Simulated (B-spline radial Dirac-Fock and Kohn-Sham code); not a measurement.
How the settings move the core levels of Hf

ΔSCF core binding energies without Breit or QED terms, calculated with an atomic code on a B-spline grid. Keys: rel is the Hamiltonian (dirac, or spin-free x2c and nr, where L3 and M5 stand for the whole 2p and 3d shells), method is hf or an exchange,correlation pair (spin-unpolarised, also for the hole states), nuc the nuclear model, radius_factor scales its radius, rmax is the box in bohr, h the logarithmic mesh step, order the B-spline order, points the quadrature points per cell, c_factor scales the speed of light, and damp, ndamp, maxit and tol steer the iteration. The run stops when the commutator error falls below 10·tol·max(1, Z/10), or the numerical noise floor, and the energy has settled to about 1e-8 Ha; the virial ratio is −V/T.

Base input:

```json
{"items": [{"Z": 72, "q": 0, "cfg": [[1, 0, 2], [2, 0, 2], [2, 1, 6], [3, 0, 2], [3, 1, 6], [3, 2, 10], [4, 0, 2], [4, 1, 6], [4, 2, 10], [4, 3, 14], [5, 0, 2], [5, 1, 6], [5, 2, 2], [6, 0, 2]], "A": 180, "rrms": 5.347, "do": "settings", "holes": ["K", "L3", "M5"],
  "settings": [{"rel": "dirac", "method": "hf", "nuc": "fermi", "radius_factor": 1.0, "rmax": 45.0, "h": 0.3, "order": 8, "points": 10, "c_factor": 1.0, "maxit": 60, "damp": 0.5, "ndamp": 3, "tol": 1e-08}]}]}
```

The ground state converged in 12 iterations, with total energy -15088.73592 Ha, virial ratio 1.89451 and highest orbital energy -6.41 eV. ΔSCF binding energies: K (1s) 65665.2 eV, L3 (2p3/2) 9591.6 eV, M5 (3d5/2) 1670.1 eV.

Changes from the base run:

| changed setting | Δ total energy (Ha) | Δ K (eV) | Δ L3 (eV) | Δ M5 (eV) | iterations |
| --- | --- | --- | --- | --- | --- |
| nuc = "sphere" | +0.00347 | -0.04 | 0.00 | 0.00 | 12 |
| rel = "nr"; nuc = "gauss"; tol = 1e-06 | +767.51201 | -5014.28 | -40.01 | +37.72 | 9 |
| rel = "x2c"; radius_factor = 2.0; damp = 0.2 | +19.75492 | -121.79 | +358.51 | +22.21 | 12 |
| rel = "nr"; method = "pbesol"; h = 0.12 | +767.68347 | -5011.93 | -80.14 | +25.72 | 10 |
| rmax = 30.0 | 0.00000 | 0.00 | 0.00 | 0.00 | 12 |
| nuc = "gauss" | -0.01386 | +0.15 | 0.00 | 0.00 | 12 |
| method = "pbesol" | -2.30767 | +20.70 | -38.15 | -11.22 | 12 |
| c_factor = 10.0 | ? | ? | ? | ? | ? |
| rel = "x2c"; order = 6; damp = 0.2 | +15.22322 | -71.03 | +358.26 | +22.14 | 12 |
| tol = 1e-06 | 0.00000 | 0.00 | 0.00 | 0.00 | 9 |
| h = 0.12 | -0.00006 | 0.00 | 0.00 | 0.00 | 11 |
| rmax = 60.0 | 0.00000 | 0.00 | 0.00 | 0.00 | 12 |
| order = 6 | +0.00094 | 0.00 | 0.00 | 0.00 | 12 |

Q: What does the change c_factor = 10.0 do?

A: The total energy moves by +761.25028 Ha and the binding energies by K -4975.88 eV, L3 -39.50 eV, M5 +37.35 eV; the run takes 11 iterations.
